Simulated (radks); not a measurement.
Valence configurations of In3+ (all share [Kr]). Calculated with a radial shooting solver on a logarithmic mesh with Libxc functionals: scalar-relativistic Kohn-Sham, BLYP, spin-unpolarised, spherical densities, finite nucleus; Fermi nuclear charge, rms radius 4.6156 fm. Energies are relative to 4d10; eigenvalues in eV.

valence          E (eV)    e(4d)    e(5p)    e(5s)
4d10              0.000  -47.758        -        -
4d9.5 5s0.5       7.552  -50.164        -  -34.332
4d9.5 5p0.5      11.836  -50.807  -26.137        -
4d9 5s1          15.833  -52.609        -  -35.305
4d9 5p1          24.672  -53.874  -27.190        -
4d8.5 5s1.5      24.860  -55.088        -  -36.274
4d8.5 5s1 5p0.5  29.382  -55.715  -27.585  -36.662
4d8.5 5s0.5 5p1  33.936  -56.334  -27.905  -37.044
4d8 5s2          34.649  -57.594        -  -37.237
4d8 5p2          53.400  -60.023  -29.223        -

NIST lists [Kr] 4d10 as the ground configuration; this level of theory agrees among the configurations tried. The energies are those of spherical spin-averaged densities, not of single terms.
